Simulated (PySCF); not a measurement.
# One molecule, several mistakes: BCGeH5Si

All numbers below are calculated, not measured. The program is PySCF 2.14.0, an open-source quantum chemistry code, run on an isolated molecule that a program drew, which may never have been made. The molecule is BCGeH5Si (charge 0, singlet), drawn as the SMILES string `[CH2]=[GeH][BH][SiH]`.

Each row is a Hartree-Fock (HF) and frozen-core CCSD(T) single point in the cc-pV(D+d)Z basis, meant for a local HF minimum. Run 1 is clean. Each other run has one planted mistake out of seven kinds, and not every kind appears here: one electron removed, one electron added, multiplicity raised by two, geometry at a saddle point, minimal basis STO-3G, one bond length entered in bohr, all coordinates scaled. The reference is restricted for singlets and unrestricted otherwise, and also for a bond in bohr. Adding or removing an electron swaps singlet and doublet. Electrons count all cores. HOMO and LUMO are orbital energies over both spins, the gradient is its largest component, and the lowest frequency (negative if imaginary) is given only where the gradient is small. Bond lengths are over the 8 bonds as drawn. T1 is the CCSD diagnostic: over 0.02 (restricted) or 0.045 (unrestricted) a single reference is doubtful. Germanium has the cc-pVDZ-PP basis, with a core potential (ECP10MDF) in place of its 10 inner electrons, and its 3s, 3p and 3d shells are frozen in CCSD(T).

Geometry of the clean run:
```xyz
9
BCGeH5Si, angstrom
C     2.2848   -0.7640    1.3503
Ge    0.9891    0.3275    1.8817
B    -0.9901   -0.1110    1.4762
Si   -1.2825   -1.1524   -0.2043
H     2.0621   -1.7216    0.8929
H     3.3334   -0.5694    1.5430
H     1.3792    1.6510    2.5325
H    -1.8386    0.2738    2.2308
H    -1.4946    0.1557   -0.9489
```

| run | electrons | basis functions | <S^2> | HOMO (eV) | LUMO (eV) | gradient (hartree/bohr) | lowest frequency (cm^-1) | mean bond (Å) | longest bond (Å) | T1 | HF (hartree) | CCSD(T) (hartree) | mistake |
|---|---|---|---|---|---|---|---|---|---|---|---|---|---|
| 1 | 62 | 99 | 0.000 | -8.15 | 0.46 | 4.2e-05 | 35 | 1.5317 | 2.067 | 0.0203 | -647.62957 | -648.10472 | no fault |
| 2 | 61 | 99 | 1.086 | -13.34 | -6.21 | 4.5e-02 | - | 1.5317 | 2.067 | 0.0639 | -647.38271 | -647.80706 | one electron removed |
| 3 | 62 | 99 | 2.561 | -7.77 | 0.01 | 4.1e-02 | - | 1.5317 | 2.067 | 0.0546 | -647.61157 | -648.05296 | multiplicity raised by two |
| 4 | 62 | 99 | 0.000 | -7.87 | 0.26 | 3.6e-02 | - | 1.6145 | 2.179 | 0.0206 | -647.60902 | -648.09313 | all coordinates scaled |
| 5 | 63 | 99 | 1.387 | -1.20 | 5.54 | 5.3e-02 | - | 1.5317 | 2.067 | 0.0778 | -647.64615 | -648.12789 | ? |

**Which mistake was planted in run 5, and what did it cost?**

It counts 63 electrons, one more than the clean run, at the same geometry and basis. So the mistake is: one electron added. Subtracting run 1 and multiplying by 627.51 kcal/mol a hartree, the energy moved by -10.4 kcal/mol in HF and -14.5 kcal/mol in CCSD(T).

Cautions from the logs. Run 1: T1 is over the limit, so its CCSD(T) energy is less reliable; run 2: T1 is over the limit, so its CCSD(T) energy is less reliable; run 3: T1 is over the limit, so its CCSD(T) energy is less reliable; run 4: T1 is over the limit, so its CCSD(T) energy is less reliable; run 5: T1 is over the limit, so its CCSD(T) energy is less reliable.
